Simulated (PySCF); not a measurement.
C$_{3}$H$_{8}$In (SMILES C[CH2][In][CH3]), doublet, geometry from GFN2-xTB (such geometries of metal compounds can be far from the true shape) (the spin is typed, not shown lowest) (core potentials on In). Base run: M062X/def2-SV(P) run with PySCF.

Input for PySCF:
```python
from pyscf import gto, scf, dft

mol = gto.M(
    atom='''
In    0.180383    0.451338    0.200769
C    -1.561851    1.146072    1.674964
H    -1.894097    0.254443    2.206083
H    -2.386511    1.537348    1.079984
H    -1.243701    1.899721    2.392665
C    -0.155828   -1.704880   -0.895024
C     0.835226   -2.012747   -1.996975
H    -1.178863   -1.649088   -1.274179
H    -0.111466   -2.444806   -0.092684
H     1.853456   -2.044741   -1.606074
H     0.790707   -1.255953   -2.782148
H     0.626431   -2.983154   -2.459134
''',
    basis='def2-sv(p)',
    ecp={'In': 'def2-sv(p)'},
    charge=0,
    spin=1,
    verbose=4,
)

mf = dft.UKS(mol)
mf.xc = 'm062x'
mf.kernel()
```

Each row names what was changed in the base input (with any setting that the change needs).

| change | ΔE vs base (µEh) | SCF cycles | <S^2> | outcome |
|---|---|---|---|---|
| base | 0.0 | 15 | 0.762 | converged |
| diis_space = 2 | 0.0 | 21 | 0.762 | converged |
| conv_tol = 1e-11 | 0.0 | 18 | 0.762 | converged |
| conv_tol_grad = 1e-7 | 0.0 | 20 | 0.762 | converged |
| diis = off; damp = 0.3 (with mf.diis_start_cycle = 200; with mf.max_cycle = 150) | 0.0 | 23 | 0.762 | converged |
| init_guess = huckel | 0.0 | 15 | 0.762 | converged |
| level_shift = 0.1 (with mf.max_cycle = 100) | 0.0 | 17 | 0.762 | converged |
| init_guess = sap | 0.0 | 20 | 0.762 | converged |
| damp = 0.5; diis_start_cycle = 5 | 0.0 | 14 | 0.762 | converged |
| diis_space = 20 | 0.0 | 14 | 0.762 | converged |
| solver = newton; init_guess = 1e | - | - | - | cut at the time limit |
| conv_tol = 1e-7 | 0.0 | 12 | 0.762 | converged |
| diis_space = 12 | 0.0 | 14 | 0.762 | converged |

Open shells are given as the SCF converged; they aren't shown to be the lowest states, and a large step between rows can be another state.
